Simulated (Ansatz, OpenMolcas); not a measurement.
A ladder of methods for InNH4 (SMILES [NH2][InH2])

The species is InNH4 (6 atoms), meant as a singlet with charge 0. SMILES: `[NH2][InH2]`. The shape is that of a PBE0-D4/def2-TZVP optimisation.

Each level gives the vertical energy of the triplet above the singlet (eV). The values are calculated.

```tsv
level	kind	program	value (eV)	less CCSD(T)/def2-SVP
BLYP/def2-SVP (core potential)	GGA	Ansatz	4.30	+0.04
TPSS/def2-SVP (core potential)	meta-GGA	OpenMolcas	4.30	+0.04
r2SCAN/def2-SVP (core potential)	meta-GGA	OpenMolcas	4.14	-0.12
BHLYP/def2-SVP (core potential)	global hybrid	OpenMolcas	4.16	-0.10
r2SCAN0/def2-SVP (core potential)	hybrid meta-GGA	Ansatz	4.03	-0.23
RPA@PBE/def2-SVP (core potential)	RPA	Ansatz	3.91	-0.35
MP2/def2-SVP (core potential)	perturbation theory	Ansatz	4.47	+0.21
CCSD(T)/def2-SVP (core potential), open shells restricted	coupled cluster or CI	OpenMolcas	4.26	0.00
```

Differences are taken from CCSD(T)/def2-SVP (core potential), open shells restricted for orientation; it has basis-set and higher-order errors of its own. Spin-orbit coupling is left out. The values span 3.91 to 4.47 eV. In the correlated wave-function rows the outer d shell of In is correlated, in sets not made for it.
